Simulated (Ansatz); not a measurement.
Program: Ansatz. Geometries: PBE0-D4/def2-TZVP. ΔE: electronic, gas phase. CCSD(T)/CBS adds triple-zeta CCSD(T) − MP2 to the extrapolated MP2 energy (def2 sets, frozen cores). This one scheme is used for every species. DFT in def2-TZVPP. B3LYP here is the variant with VWN-RPA as its local correlation; programs differ in this. For Se outer-core shells are correlated without core-valence functions, which leaves a few kJ/mol of doubt a bond. Scalar relativity is left out up to krypton. Each species was taken in one conformer, which may not be the lowest.

`N[SiH2][SiH2][SeH]` + NH₃ → `N[SiH2]N` + `[SiH3][SeH]`  (cleavage of the Si–Si bond)

```json
{"level": "B3LYP-D4", "ΔE (kJ/mol)": "-56.3"}
{"level": "B2PLYP", "ΔE (kJ/mol)": "-66.2"}
{"level": "r2SCAN", "ΔE (kJ/mol)": "-57.1"}
{"level": "HF/CBS(def2)", "ΔE (kJ/mol)": "-85.4"}
```

Task: What does CCSD(T)/CBS give? (Estimate.)

Result: The calculation gave: -59.0 kJ/mol. The listed levels differ from it by 2.7, -7.2, 1.9, -26.4 kJ/mol.

Largest T1 diagnostic among the species: 0.010.

From PBE to PBE0 (25 % exact exchange), in def2-TZVPP and without D4, ΔE moves by −6.2 kJ/mol. The D4 term adds +9.2 kJ/mol with B3LYP and +5.4 kJ/mol with PBE0; it sums over pairs of atoms, weighted by their polarisabilities, and B3LYP, whose exchange is more repulsive, gets the larger term. In def2-TZVPP, CCSD(T) changes the Hartree–Fock value by +23.8 kJ/mol (the triples alone add +3.8 kJ/mol) and MP2 by +18.6 kJ/mol.
